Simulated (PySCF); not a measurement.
# Polarisability and C₆ of Ba (barium, neutral)

[Xe] 5d2, high-spin 3F determinant (an excited configuration). All numbers are calculated (PySCF 2.14, the spin-free X2C one-electron Hamiltonian (Gaussian nucleus), in aug-cc-pwCVTZ-X2C with one added diffuse shell each of s, p, d, f type (12s11p9d5f, 125 functions)). Coupled (time-dependent) response in atomic units; α is the mean over directions.

```json
{"method": "PBE", "mean α (bohr³)": "818.1", "C₆ (like pair)": "9861", "S(−4)": "3478000"}
```

S(−4) is the Cauchy moment in α(ω) = α(0) + S(−4) ω² + …

Spin-orbit coupling is absent.

α(iu) at PBE:

```csv
u (hartree),α(iu) (bohr³)
0,818.1
0.0500,153.0
0.100,84.08
0.200,42.04
0.300,27.14
0.500,15.51
0.750,9.684
1.00,6.715
1.50,3.816
2.00,2.494
3.00,1.355
5.00,0.6264
```

Spin-orbit coupling, absent here, splits the open shell strongly.
